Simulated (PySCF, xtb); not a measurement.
C5H5I, SMILES IC1C=CCC=1. The values are those of a single conformer.

Harmonic wavenumbers (cm⁻¹) from xtb with GFN2-xTB at its own minimum, in rising order: 181, 219, 307, 336, 538, 733, 757, 774, 822, 867, 889, 985, 1032, 1043, 1088, 1127, 1193, 1248, 1320, 1386, 1554, 1625, 2952, 2978, 3138, 3152, 3154.

Task: What does PySCF 2.14.0 with PBE-D3(BJ)/def2-SVP give at its own minimum? (The exact figures need the calculation; the answer reports its results.)

Result: 170, 219, 292, 339, 553, 667, 715, 782, 808, 862, 917, 923, 961, 1045, 1058, 1089, 1181, 1236, 1309, 1335, 1520, 1585, 2957, 2994, 3152, 3173, 3178. Paired by order, the mean absolute difference is 24 cm⁻¹ and the zero-point energies are 50.6 and 50.1 kcal/mol.
